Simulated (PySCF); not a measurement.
Calculated properties of 1,2-dihydronaphthalene, `C1=Cc2ccccc2CC1`

Compound: 1,2-dihydronaphthalene, C10H10.
Z-matrix (Å and degrees, GFN2-xTB geometry), rows numbered from 1:
```
C 
C   1  1.3304
C   2  1.4548  1  121.16
C   3  1.3912  2  121.53  1  -163.08
C   4  1.3830  3  120.57  2   178.28
C   5  1.3841  4  119.87  3     0.17
C   6  1.3864  5  119.96  4     0.24
C   7  1.3834  6  120.68  5    -0.41
C   8  1.5033  3  118.48  2     4.65
C   1  1.4988  2  121.07  3    -0.41
H   1  1.0803  2  121.36  3   176.89
H   2  1.0808  1  121.43  3  -177.61
H   4  1.0811  3  119.37  2    -1.22
H   5  1.0804  4  120.01  3  -179.85
H   6  1.0803  5  120.17  4   179.97
H   7  1.0813  6  119.74  5   179.67
H   9  1.0914  8  110.47  3  -159.82
H   9  1.0965  8  107.88  3    82.82
H  10  1.0967  1  108.63  2    88.50
H  10  1.0914  1  110.48  2  -153.97
```

Among its groups: C=C double bond and benzene ring.

**GFN2-xTB geometry**

```yaml
Point_group_of_the_GFN2-xTB_geometry: C1
Rotational_constants_A_B_C_of_the_GFN2-xTB_geometry: 2.951, 1.196, 0.876 GHz
```

From PBE0/pcSseg-1 ground state and GIAO shieldings, non-relativistic (PySCF):

```yaml
Dipole_moment: 0.63 D
HOMO_energy: -6.27 eV
LUMO_energy: -0.82 eV
HOMO–LUMO_gap: 5.45 eV
Lowest_Hirshfeld_atomic_charge: -0.07 e on C9/C10
Highest_Hirshfeld_atomic_charge: +0.05 e on H11, H12, H13, H14, H15, H16, H20
13C_chemical_shifts_computed_TMS_as_zero_by_class: 140.6 (C8), 138.8 (C3), 136.4 (C1), 136.0 (C2), 133.1 (C7), 132.8 (C6), 132.2 (C5), 131.6 (C4), 31.7 (C9), 27.2 (C10) ppm
1H_chemical_shifts_computed_TMS_as_zero_by_class: 7.47 (H14), 7.41 (H15), 7.40 (H16), 7.27 (H13), 6.80 (H12), 6.32 (H11), 2.81 (H17/H18), 2.37 (H19/H20) ppm
Mayer_bond_orders_between_heavy_atoms: C1–C2 1.85, C2–C3 1.09, C3–C4 1.39, C4–C5 1.44, C5–C6 1.43, C6–C7 1.43, C7–C8 1.48, C8–C9 1.06, C9–C10 1.05, C10–C1 1.04, C8–C3 1.31
```

Monoisotopic mass (most abundant isotopes): 130.0783 u.

The rotational constants make it an asymmetric top with κ = (2B − A − C)/(A − C) = -0.69, nearer the prolate limit (−1). With B = h/(8π²I), that is 505.379 GHz u Å² over I, the principal moments of inertia are 171.2, 422.4 and 577.1 u Å² (most abundant isotopes); the inertial defect Ic − Ia − Ib is -16.5 u Å² (zero for a rigid planar frame, negative otherwise). The dipole equals about 2.1 × 10⁻³⁰ C·m (1 D = 3.33564 × 10⁻³⁰ C·m).

Isolated species at its GFN2-xTB geometry (one conformer only). NMR classes are plain means over equivalent atoms (diastereotopic ones count apart unless rotation or inversion swaps them), as if these changed places fast; in this geometry the members of some classes differ.

For the NMR shielding job (PBE0/pcSseg-1), time: 41 s wall. Hardware: x86-64 server, one thread, no GPU, on a shared host.
